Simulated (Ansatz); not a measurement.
C2H7NSi can be A, `C=NC[SiH3]`, or B, `C=C(N)[SiH3]`.

Calculated with Ansatz (gas phase, PBE0-D4/def2-TZVP geometries, no zero-point term in ΔE). CBS: MP2 limit from def2 TZ/QZ plus the TZ coupled-cluster correction, frozen cores. Functionals use def2-TZVPP. B3LYP here is the variant with VWN-RPA as its local correlation; programs differ in this. Each species was taken in one conformer, which may not be the lowest.

**Question.** Which is lower in electronic energy at CCSD(T)/CBS, and by how much? (Best estimate.)

**Answer.** The calculation gave: B, by 32.3 kJ/mol.

**Question.** Give E(B) − E(A) in kJ/mol with ωB97M-V, PBE0-D4, LDA (SPW92), r2SCAN-D4, B3LYP-D4, BLYP-D4, HF/def2-TZVPP. (Estimate.)

**Answer.** Ansatz gave: ωB97M-V -33.4, PBE0-D4 -36.7, LDA (SPW92) -46.1, r2SCAN-D4 -37.0, B3LYP-D4 -33.1, BLYP-D4 -30.8, HF/def2-TZVPP -26.1. None reverses the order clearly.

**Question.** Does the order hold for the free energy at 298.15 K (harmonic terms from PBE0-D4)? (Estimate.)

**Answer.** The calculation gave: Yes: G(B) − G(A) = -29.3 kJ/mol, for one conformer each.

Largest T1 diagnostic: 0.012.

At CCSD(T), def2-SVP lies +15.9 kJ/mol from the extrapolated value and def2-TZVPP +5.2 kJ/mol. From BLYP to BHLYP (50 % exact exchange), in def2-TZVPP and without D4, E(B) − E(A) moves by −4.0 kJ/mol.
